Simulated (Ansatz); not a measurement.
AlO₃, SMILES [O][Al]1[O][O]1, multiplicity 2.

Coordinates come from a B3LYP-D3(BJ)/def2-TZVP optimisation.

Two levels are set side by side: PBE/def2-SVPD (Ansatz, a program for electronic structure) and PBE0/def2-SVPD (Ansatz). Energy differences of separate SCF runs at the same geometry; the states with an electron removed or added have multiplicity 3 and 1. Differences are taken from unrounded values.

```json
[
 {"quantity": "vertical ionisation energy (eV)", "PBE0": "10.13"},
 {"quantity": "vertical electron affinity (eV)", "PBE0": "3.10"}
]
```

Question: What does PBE give, and how far is it from PBE0? (The exact figures need the calculation; the answer reports its results.)

Answer: 
| quantity | PBE | PBE minus PBE0 |
|---|---|---|
| vertical ionisation energy (eV) | 10.36 | 0.23 |
| vertical electron affinity (eV) | 2.91 | -0.19 |
